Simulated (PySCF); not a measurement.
# Single point on CdP⁺

State: ³Σ⁻ (triplet), unpaired electrons π ↑↑.

An equivalent input (the run itself took its basis sets from the Basis Set Exchange, started from a PBE0 density and held the occupation σ 8α 8β, πx 4α 3β, πy 4α 3β, δx 1α 1β, δy 1α 1β):

```python
from pyscf import gto, dft
mol = gto.M(atom='Cd 0 0 0; P 0 0 2.509', basis={'Cd': 'def2-SVP', 'P': 'def2-SVP'}, ecp={'Cd': 'def2-SVP'},
            charge=1, spin=2, verbose=4, symmetry='C2v')
mf = dft.UKS(mol, xc='LDA,VWN')
mf.grids.atom_grid = (80, 434)
mf.grids.prune = dft.gen_grid.treutler_prune
mf.irrep_nelec = {'A1': (9, 9), 'A2': (1, 1), 'B1': (4, 3), 'B2': (4, 3)}
mf.conv_tol = 1e-9
mf.max_cycle = 60
mf.diis_space = 10
mf.kernel()
```

The log (some set-up lines and the per-cycle HOMO/LUMO lines removed):

```
******** <class 'pyscf.dft.uks_symm.SymAdaptedUKS'> ********
method = SymAdaptedUKS
damping factor = 0
level_shift factor = 0
DIIS = <class 'pyscf.scf.diis.CDIIS'>
diis_start_cycle = 1
diis_space = 10
diis_damp = 0
SCF conv_tol = 1e-09
SCF conv_tol_grad = None
SCF max_cycles = 60
number electrons alpha = 18  beta = 16
Set gradient conv threshold to 3.16228e-05
init E= -507.067809011934
cycle= 1 E= -507.06831903992  delta_E= -0.00051  |g|= 0.0882  |ddm|= 0.301
cycle= 2 E= -507.05511291566  delta_E= 0.0132  |g|= 0.137  |ddm|= 0.456
cycle= 3 E= -507.069599579404  delta_E= -0.0145  |g|= 0.0693  |ddm|= 0.451
cycle= 4 E= -507.073292767463  delta_E= -0.00369  |g|= 0.00379  |ddm|= 0.152
cycle= 5 E= -507.073309751901  delta_E= -1.7e-05  |g|= 0.000839  |ddm|= 0.0124
cycle= 6 E= -507.073310469615  delta_E= -7.18e-07  |g|= 0.000202  |ddm|= 0.00193
cycle= 7 E= -507.073310500504  delta_E= -3.09e-08  |g|= 6.14e-05  |ddm|= 0.000289
cycle= 8 E= -507.073310504608  delta_E= -4.1e-09  |g|= 7.27e-06  |ddm|= 0.000172
cycle= 9 E= -507.073310504657  delta_E= -4.85e-11  |g|= 1.99e-06  |ddm|= 2.43e-05
Extra cycle  E= -507.073310504639  delta_E= 1.8e-11  |g|= 5.18e-06  |ddm|= 1.81e-05
converged SCF energy = -507.073310504639  <S^2> = 2.0240038  2S+1 = 3.0159601
```

Repeating this along the bond gives Re = 2.446 Å and ωe = 278 cm⁻¹.

A point of this curve took 0.57 CPU seconds beside 0.16 for the integrals, on Arm Neoverse N1 (shared host).

Spin–orbit coupling is left out. The state is the lowest determinant that a PBE0 search found; another state may lie lower at other levels.
